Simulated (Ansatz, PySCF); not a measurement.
C, charge +1, doublet. Base run: MP2/cc-pVDZ (PySCF).

PySCF was given this input:
```python
from pyscf import gto, scf, mp

mol = gto.M(
    atom='''
C     0.000000    0.000000    0.000000
''',
    basis='cc-pvdz',
    charge=1,
    spin=1,
    verbose=4,
)

mf = scf.UHF(mol)
mf.kernel()

pt = mp.MP2(mf)
pt.kernel()
print('E(MP2) = %.10f' % pt.e_tot)
```

The same geometry, method and basis name were run in Ansatz (an electronic-structure program) and PySCF, at each program's defaults and at the settings that a row names. The base is PySCF at its defaults. Differences at the defaults can come from grids, fitting, cores and function types together.

```csv
code and settings,ΔE vs base (mEh),basis functions,E (Eh),SCF cycles
"PySCF, defaults (exact integrals, spherical functions, all electrons correlated)",0.000,14,-37.33213,7
"Ansatz, defaults (factorised integrals, spherical functions, frozen core)",1.307,14,-37.33082,-
"PySCF, frozen core",1.306,14,-37.33082,7
"Ansatz, high accuracy, frozen core",1.306,14,-37.33082,-
```

Open shells are given as the SCF converged; they aren't shown to be the lowest states, and a large step between rows can be another state.
